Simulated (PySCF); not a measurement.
**Bonding in `Cc1nc(Cl)ccp1`**

C5H5ClNP.
Atom-mapped SMILES: `[CH3:1][c:2]1[n:3][c:4]([Cl:5])[cH:6][cH:7][p:8]1` (hydrogens: H9, H10, H11 on C1; H12 on C6; H13 on C7)

Structure used (GFN2-xTB), in Å, numbered top down from 1:
```
atom  x, y, z in Å
C1     2.345   -0.097    0.003
C2     0.849   -0.150   -0.009
N3     0.239    1.012    0.030
C4    -1.066    1.140    0.033
Cl5   -1.638    2.770    0.089
C6    -1.995    0.108   -0.007
C7    -1.583   -1.206   -0.049
P8     0.074   -1.731   -0.064
H9     2.692    0.244    0.978
H10    2.770   -1.078   -0.200
H11    2.697    0.618   -0.738
H12   -3.047    0.352   -0.004
H13   -2.340   -1.981   -0.079
```

Bond orders from the PBE0/pcSseg-1 density (PySCF). Geometry: GFN2-xTB; no solvent, vibrations or thermal averaging.

(1) How far do the computed orders between heavy atoms stray from the drawn ones?

(2) Set the Mayer orders of the bonds beside their lengths.

## Answers

(1) The largest departure is 0.245, at P8–C2 (drawn aromatic, 1.255), counting aromatic bonds as 1.5. The bonds drawn aromatic range from 1.25 to 1.51.

(2) 
```csv
bond,drawn as,length (Å),Mayer order
C1–C2,single,1.498,1.049
C2–N3,aromatic,1.313,1.437
N3–C4,aromatic,1.311,1.514
C4–Cl5,single,1.728,1.048
C4–C6,aromatic,1.389,1.277
C6–C7,aromatic,1.378,1.467
C7–P8,aromatic,1.738,1.292
P8–C2,aromatic,1.761,1.255
C1–H9,single,1.090,0.943
C1–H10,single,1.088,0.954
C1–H11,single,1.088,0.949
C6–H12,single,1.080,0.950
C7–H13,single,1.084,0.943
```

By pair of heavy elements: C–C: lowest C1–C2 (1.049, 1.498 Å), highest C6–C7 (1.467, 1.378 Å). C–N: lowest C2–N3 (1.437, 1.313 Å), highest N3–C4 (1.514, 1.311 Å). C–P: lowest P8–C2 (1.255, 1.761 Å), highest C7–P8 (1.292, 1.738 Å).

Sum the orders of all bonds at each heavy atom with more than one neighbour and set the sums beside the valence in the SMILES.

C1 3.895 (drawn 4), C2 3.741 (drawn 4), N3 2.951 (drawn 3), C4 3.839 (drawn 4), C6 3.694 (drawn 4), C7 3.702 (drawn 4), P8 2.547 (drawn 3). Orders between atoms that aren't bonded are not in these sums.

For a closed shell the Mayer order of atoms A and B is Σ (PS)μν (PS)νμ over the basis functions μ on A and ν on B, with P the density and S the overlap matrix.
